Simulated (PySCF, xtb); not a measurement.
C4H10OSi, SMILES C[SiH2]C1COC1. One conformer was computed; it need not be the lowest.

Harmonic wavenumbers (cm⁻¹) from GFN2-xTB (xtb 6.7.1) at its own minimum, in rising order: 48, 71, 119, 135, 265, 285, 459, 564, 636, 681, 758, 780, 814, 821, 842, 898, 1009, 1022, 1042, 1081, 1112, 1116, 1129, 1204, 1250, 1263, 1280, 1371, 1480, 1487, 1489, 1499, 2217, 2237, 2897, 2902, 2931, 2937, 2971, 3033, 3036, 3052.

Task: What does PBE0-D3(BJ)/def2-SVP run with PySCF give at its own minimum? (Estimate from the structure and the level; the computed values follow.)

Result: 58, 64, 128, 164, 262, 286, 485, 566, 679, 713, 739, 843, 879, 897, 905, 946, 988, 1023, 1033, 1113, 1117, 1169, 1178, 1234, 1258, 1264, 1316, 1389, 1430, 1432, 1501, 1528, 2212, 2212, 3014, 3027, 3058, 3070, 3075, 3106, 3163, 3167. Paired by order, the mean absolute difference is 44 cm⁻¹ and the zero-point energies are 80.4 and 82.5 kcal/mol.
